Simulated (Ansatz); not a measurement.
The cluster MoPt3⁺. The state is a doublet with charge 1. Geometry PBE-D4/def2-SVP, that of the neutral singlet; atoms count from 1.

Cartesian coordinates in Å:
```
Mo 0.031 0.063 0.395
Pt 0.164 2.116 -0.485
Pt 1.773 -1.262 -0.075
Pt -1.968 -0.917 0.165
```

In the def2 sets Mo, Pt take a core potential; there is no spin–orbit coupling. The charge 1 doublet is spin-contaminated (final ⟨S²⟩ up to 1.77, 0.75 for a pure state). The structure comes from a short search, and lower isomers may exist.

**Question.** Estimate the Mulliken populations from the PBE0/def2-TZVP orbitals of Ansatz.

**Answer.** 
| atom | charge (e) | spin (α − β) | d electrons |
| --- | --- | --- | --- |
| Mo1 | 0.18 | -0.87 | 4.31 |
| Pt2 | 0.27 | 0.62 | 8.85 |
| Pt3 | 0.27 | 0.62 | 8.85 |
| Pt4 | 0.27 | 0.62 | 8.85 |
Mulliken values and Mayer orders depend strongly on the basis.

**Question.** Where does the spin sit?

**Answer.** Summed by element: Mo -0.87, Pt 1.87, of 1 unpaired in all. Largest on single atoms: Mo1 -0.87, Pt4 0.62, Pt3 0.62.

**Question.** And the Mayer bond orders between bonded heavy atoms (over 0.3)?

**Answer.** Mo1–Pt2 1.89 (2.24 Å); Mo1–Pt3 1.89 (2.24 Å); Mo1–Pt4 1.89 (2.24 Å).
